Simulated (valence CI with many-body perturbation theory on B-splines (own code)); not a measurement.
In⁴³⁺: key properties

Level of theory: configuration interaction combined with many-body perturbation theory (CI+MBPT): four valence electrons over a frozen Dirac-Fock core [He], radial functions for each j: 11 s, 11 p, 9 d, 7 f, 5 g, 2 h, 1 i, with the one-electron correlation potential Σ1 (screened to all orders), the two-electron term Σ2, the three-electron term Σ3, Breit, model QED; selected single and double excitations, second order for the rest (own B-spline code, finite nucleus).

The last digits are not significant, and no measured levels were compared; by estimate large intervals hold to a few tenths of a per cent, small ones and those within an open d or f shell to about a per cent. Among the levels kept, up to 260 cm⁻¹ of a level comes from second order outside the variational space, and about a tenth of that is noise between levels of different J, which matters for small intervals.

Levels are named by their leading jj configuration (3d3/2^4 stands for four electrons in 3d with j = 3/2), which in mixed levels can hold well under half, so a name can repeat and another be missing.

Rates and lifetimes use the calculated energies. Strong lines usually hold to 10 to 20 %, long lifetimes can be off by a factor of two.

Task: What is the ground level?

Result: (2s^2 2p1/2^2) J=0, composition 72 % 2s2 2p2 3P + 28 % 2s2 2p2 1S.

Task: Name the longest-lived excited levels whose lifetime is computed, and their main decay.

Result: (2s^2 2p1/2 2p3/2) J=2 at 227.2 eV lives 14.8 μs, mostly by E2 to (2s^2 2p1/2^2) J=0; (2s^2 2p1/2 2p3/2) J=1 at 212.7 eV lives 15.5 ns, mostly by M1 to (2s^2 2p1/2^2) J=0.

Task: Among levels below 4642.0 eV, which E1 lines absorb most strongly from the ground level?

Result: to (2s^2 2p1/2 3d3/2) J=1 at 0.2932 nm, f = 1.48; to (2s 2p1/2^2 3p3/2) J=1 at 0.2869 nm, f = 0.389; to (2s 2p1/2^2 2p3/2) J=1 at 2.893 nm, f = 0.149.

Task: How well does LS coupling describe the low levels?

Result: Among the lowest 20 levels the leading LS term, summed over configurations, holds 65 % on average. For single configurations the figures are 65 % in LS and 98 % in jj coupling. Terms mix most in the J = 1 level at 650.9 eV, where the leading one holds 39 %.

Task: What are the static dipole polarisabilities of the lowest levels?

Result: (2s^2 2p1/2^2) J=0 0.000712 bohr³, of which the core gives 1.40e-06.
